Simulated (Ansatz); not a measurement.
CH3FGaO, SMILES `C[O][Ga][F]` radical, relaxed with UKS PBE0-D4/def2-TZVP in Ansatz 0.2.0 from a GFN2-xTB geometry. The force threshold is 0.005 eV/Å; the program also tests the step.

Total charge 0; spin multiplicity 2.

Start:

```xyz
7

C    -0.641    0.626   -0.152
O    -0.605   -0.587    0.537
Ga    0.859   -1.743    0.770
F     2.355   -1.149   -0.120
H    -0.772    1.451    0.554
H     0.277    0.807   -0.725
H    -1.473    0.595   -0.864
```

| step | energy (eV) | largest force (eV/Å) | largest move (Å) |
| --- | --- | --- | --- |
| 1 | -58217.8002 | 1.800 | 0.000 |
| 2 | -58217.9362 | 0.825 | 0.072 |
| 3 | -58217.9726 | 0.128 | 0.099 |
| 4 | -58217.9740 | 0.052 | 0.018 |
| 5 | -58217.9742 | 0.004 | 0.018 |
| 6 | -58217.9743 | 0.027 | 0.031 |
| 7 | -58217.9744 | 0.024 | 0.012 |
| 8 | -58217.9744 | 0.005 | 0.015 |
| 9 | -58217.9744 | 0.003 | 0.004 |

End:

```xyz
7

C    -0.603    0.594   -0.135
O    -0.621   -0.598    0.628
Ga    0.823   -1.652    0.715
F     2.241   -1.108   -0.195
H    -0.813    1.445    0.520
H     0.355    0.775   -0.634
H    -1.383    0.544   -0.900
```

It took 2.6 min on 2 threads of a server CPU on a shared host, with 0.55 GiB of host memory at the peak.
